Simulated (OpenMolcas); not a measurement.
# Ag2+: moving the ligands

Ag2+ with 6 ligands (water) in octahedral coordination (Th) at 2.3 Å. Ligand basis ANO-RCC-VDZP.

* Program: OpenMolcas
* Method: SS-CASPT2, IPEA 0.25 Eh, imaginary shift 0.1 Eh (closed shells correlated: 4s 4p and the ligand valence shells)
* Basis: ANO-RCC-VTZP [7s6p4d2f1g]
* Scalar Hamiltonian: DKH2, point nucleus
* Active space: 9 electrons in 5 orbitals (4d)
* State averaging: 2S+1 = 2 even, 5 roots
* Spin-orbit coupling: RASSI with atomic mean-field integrals over the reference wave functions

Runs around this geometry, states (labels of O, taken over from Oh, the nearest higher group). Energies in cm-1 above the lowest state or level, χT in cm3 K/mol; 10Dq is the gap between the two states.

```csv
R (Å),Ground state,First state of that spin,10Dq,First gap with spin-orbit (degeneracies),χT at 300 K
2.27,2E,2T2 10620,10620,"9280 (4, 2)",0.613
2.3,2E,2T2 9860,9862,"8540 (4, 2)",0.631
2.43,2E,2T2 6960,6963,"5770 (4, 2)",0.729
```

Taking |10Dq| as R^-n, n = -ln(6963 / 10620) / ln(2.43 / 2.27) = 6.2 between the shortest and longest distance. The point-charge formula for a cubic d site gives n = 5.

Roots that are degenerate in the reference are averaged as groups; the widest CASPT2 spread within a group is 100 cm-1 (the 3-fold group of multiplicity 2 near 6960 cm-1 above the lowest state of its run, R = 2.43). Shifts and gaps below about the spread of the groups concerned are not significant. Over all roots computed the reference weight is 0.69 to 0.70 in R = 2.27, 0.69 to 0.70 in R = 2.3, 0.69 to 0.70 in R = 2.43; a low but even weight reflects the number of correlated electrons. An orbital doublet at a regular site is open to a Jahn-Teller distortion, which this geometry leaves out. Ligand-to-metal charge-transfer states are missing. With one d shell and no ligand orbital active, 10Dq can be off by a tenth or more. Free-ion shares, where given, are those of the reference states; single-state CASPT2 does not remix them. No measured value stands beside these numbers; the geometry was imposed, not optimised, and the real ion may take another.
